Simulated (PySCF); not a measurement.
C3H4N2, SMILES n1[nH]ccc1. Atoms are numbered in the order given.

```xyz
9

C     -0.9885     0.6849     0.0000
C      0.3663     1.1042     0.0000
N      1.2022     0.0691     0.0000
N      0.4045    -1.0077     0.0000
C     -0.9197    -0.6981     0.0000
H     -1.8845     1.3004     0.0000
H      0.7605     2.1201     0.0000
H      0.8200    -1.9312     0.0000
H     -1.6913    -1.4649     0.0000
```

Coordinates come from a B3LYP-D3(BJ)/def2-SVP optimisation.

These are TDDFT-PBE/def2-SVPD run with PySCF 2.14.0 values and carry that method's errors.

Vertical excitations. The molecule is in vacuum. State labels are in the subgroup Cs.

Computed lowest excited states:
```csv
state,symmetry,energy (eV),λ (nm),f,main pairs
S1,A",6.34,196,0.003,HOMO→LUMO+1 100 %
S2,A",6.38,194,0.003,HOMO−2→LUMO 95 %
S3,A',6.41,194,0.032,"HOMO−1→LUMO 53 %, HOMO→LUMO 22 %, HOMO→LUMO+2 19 %"
S4,A",6.59,188,0.000,HOMO−1→LUMO+1 99 %
S5,A',6.90,180,0.001,HOMO−2→LUMO+1 95 %
S6,A',6.94,179,0.085,"HOMO→LUMO 63 %, HOMO−1→LUMO 18 %"
S7,A",7.14,174,0.014,HOMO→LUMO+3 100 %
S8,A",7.38,168,0.018,HOMO−1→LUMO+3 96 %
S9,A",7.42,167,0.003,HOMO→LUMO+4 92 %
S10,A",7.45,166,0.009,HOMO−2→LUMO+2 86 %
T1,A',4.76,260,0,HOMO→LUMO 89 %
T2,A',5.23,237,0,HOMO−1→LUMO 90 %
T3,A",5.67,219,0,HOMO−2→LUMO 98 %
T4,A',6.10,203,0,HOMO→LUMO+2 87 %
```
Triplets are in the Tamm–Dancoff approximation, which puts them higher than full response would, so one can lie above its singlet here.
